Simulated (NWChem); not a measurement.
System: SiHCl, singlet; SMILES [SiH]Cl

```xyz
3

Si    -0.1084    -1.1138     0.0000
H      1.4108    -1.3140     0.0000
Cl    -0.0105     0.9944     0.0000
```
Atoms are numbered in this order, from 1.

Low-valent species are run as closed-shell singlets; no triplet was tried in these runs. The geometry was optimised at B3LYP/6-31G* (spherical d).

 Unshifted, non-relativistic core excitations; the lowest 4 roots alone, so stronger bands may lie above.

Question: List the first Si K-edge excitations from B3LYP/def2-TZVP, restricted-window TDA (NWChem).

Answer: 
```json
[
 {"state": "S1", "energy (eV)": "1795.0", "dipole oscillator strength": "0.0076", "leading excitation (squared amplitude)": "1s of atom 1 or its equivalents → LUMO (0.99)"},
 {"state": "S2", "energy (eV)": "1798.1", "dipole oscillator strength": "0.0048", "leading excitation (squared amplitude)": "1s of atom 1 or its equivalents → LUMO+1 (0.98)"},
 {"state": "S3", "energy (eV)": "1799.9", "dipole oscillator strength": "0.0025", "leading excitation (squared amplitude)": "1s of atom 1 or its equivalents → LUMO+2 (0.99)"},
 {"state": "S4", "energy (eV)": "1802.8", "dipole oscillator strength": "0.0007", "leading excitation (squared amplitude)": "1s of atom 1 or its equivalents → LUMO+3 (0.96)"}
]
```
